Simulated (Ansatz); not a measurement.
Consider the redistribution: `O[Si@@H](F)N[Si@@H](O)F` + `Cl[SiH](Cl)[GeH3]` → `O[SiH2]N[SiH](O)F` + `F[Si](Cl)(Cl)[GeH3]`.

Program: Ansatz. Geometries: PBE0-D4/def2-TZVP. ΔE: electronic, gas phase. CBS: MP2 limit from def2 TZ/QZ plus the TZ coupled-cluster correction, frozen cores. DFT in def2-TZVPP. For Ge outer-core shells are correlated without core-valence functions, which leaves a few kJ/mol of doubt a bond. Scalar relativity is left out up to krypton. One conformer a species, not always the lowest.

```tsv
level	ΔE (kcal/mol)
ωB97M-V	5.9
HF/def2-QZVPP	6.7
```

What does CCSD(T)/CBS give? (An estimate is asked.)

Ansatz gave: +6.2 kcal/mol. The listed levels differ from it by -0.3, 0.5 kcal/mol.

Largest T1 diagnostic among the species: 0.012.

From PBE to PBE0 (25 % exact exchange), in def2-TZVPP and without D4, ΔE moves by +0.8 kcal/mol.
